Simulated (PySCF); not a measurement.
BeH₂, SMILES [BeH2], point group D∞h.

Level: B3LYP/pcJ-1 in PySCF (density fitting, grid level 2); geometry and Hessian at that level, cubic constants and property derivatives from steps of ±0.6 along each species' dimensionless normal coordinates, second-order vibrational perturbation theory. The parent has the commonest isotopes.

Equilibrium geometry (Å):

| atom | x | y | z |
| --- | --- | --- | --- |
| Be1 | 0.0153 | -0.0691 | -0.0167 |
| H2 | -1.2867 | -0.3082 | -0.0421 |
| H3 | 1.3174 | 0.1699 | 0.0086 |

An isotope shift is δ(isotopologue) − δ(parent), that is, the negative of the change in the averaged GIAO shielding; n counts bonds from the nearest label (0: the labelled atom itself). These are computed values; those of heavy atoms are rounded to 5 ppb, about the numerical noise.

Problem. What isotope shifts arise with ²H at 2?

Solution. 
```
nucleus  n  0 K (ppb)  100 K (ppb)
     H2  0        -56          -55
     H3  2         -8           -9
```

Problem. What isotope shifts arise with ²H at 2, ²H at 3?

Solution. 
| nucleus | n | 0 K (ppb) | 100 K (ppb) |
| --- | --- | --- | --- |
| H2 | 0 | -68 | -68 |
| H3 | 0 | -68 | -68 |
